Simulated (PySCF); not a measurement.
Deuteron quadrupole couplings in `CO/C=C\C(=O)F`

Compound: C4H5FO2.
SMILES with atom numbers: `[CH3:1][O:2]/[CH:3]=[CH:4]\[C:5](=[O:6])[F:7]` (hydrogens: H8, H9, H10 on C1; H11 on C3; H12 on C4)

Cartesian coordinates in Å at the GFN2-xTB level; atoms count from 1:
```xyz
12
C4H5FO2 angstrom
C      1.9727   -0.6314   -0.4338
O      0.6768   -0.4821    0.1059
C     -0.0840    0.4759   -0.4003
C     -1.3425    0.7407   -0.0007
C     -2.0760    0.0446    1.0303
O     -3.1836    0.2467    1.4109
F     -1.3611   -0.9670    1.6123
H      2.4335   -1.4555    0.1064
H      1.9306   -0.8733   -1.4997
H      2.5659    0.2765   -0.2916
H      0.3530    1.0812   -1.1925
H     -1.8841    1.5429   -0.4734
```

Level: PBE0/pcSseg-1 (PySCF, non-relativistic); Q(2H) = 0.00286 b; rigid geometry, the same for H and D, with no vibrational averaging.

Question: Rank these positions by the coupling χzz of a deuteron there, largest first.
A. H11 (vinylic hydrogen)
B. H12 (vinylic hydrogen)
C. H10 (methyl hydrogen)

Answer: B (223 kHz), A (202 kHz), C (196 kHz).

Q: What are Vzz, η and χzz (234.96 MHz × Q × Vzz) at all hydrogens?

A: 
| atom | bonded to | bond length (Å) | Vzz (au) | η | χzz (kHz) |
| --- | --- | --- | --- | --- | --- |
| H8 | C1 | 1.088 | 0.3031 | 0.08 | 204 |
| H9 | C1 | 1.094 | 0.2916 | 0.09 | 196 |
| H10 | C1 | 1.094 | 0.2917 | 0.09 | 196 |
| H11 | C3 | 1.089 | 0.3003 | 0.10 | 202 |
| H12 | C4 | 1.077 | 0.3316 | 0.11 | 223 |

Q: Give the 2H NMR doublet splittings at H11 for a magnetic field along the z, y and x axes of the gradient: 3χ/2, 3χ(1 + η)/4, 3χ(1 − η)/4.

A: With |χ| = 201.8 kHz and η = 0.100: 303, 167 and 136 kHz, to first order and without motion.

The structure is a single GFN2-xTB conformer in the gas phase; no vibrational or solvent corrections. GFN2-xTB bond lengths can be off by several hundredths of an ångström, more for odd bonds, and the gradients follow them. The basis is small and wasn't made for field gradients, so the couplings can be 20 % off.

The run behind these numbers computed NMR shieldings as well. The run took 12 s on one thread, Arm Neoverse V2 (aarch64), shared host with 32 logical CPUs at a one-minute load of 17, and the process peaked at 0.69 GiB of memory.
